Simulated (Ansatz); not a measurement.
System: difluorosilane, sum formula SiH2F2 (charge 0, singlet). 
Structure (B3LYP-D3(BJ)/def2-TZVP (Ansatz, a first-principles code) minimum search):
```xyz
5

Si     0.2322    -0.1423     0.3567
F     -0.9008    -0.9574    -0.4083
F      0.3968     1.2663    -0.3659
H      1.4982    -0.8787     0.2366
H     -0.2130     0.0912     1.7376
```

Basis-set convergence of Hartree-Fock and MP2 correlation energies (hartree) with Ansatz. Correlated levels leave the core frozen unless marked. No spin-orbit coupling. Non-relativistic.

```csv
basis,functions,E(HF),"E(corr, MP2)"
aug-cc-pV(D+d)Z,96,-489.13325,-0.51376
aug-cc-pV(T+d)Z,193,(withheld),(withheld)
```

Problem. Some entries are withheld; supply them.

Solution. 
- aug-cc-pV(T+d)Z, E(HF): -489.21072
- aug-cc-pV(T+d)Z, E(corr, MP2): -0.64326
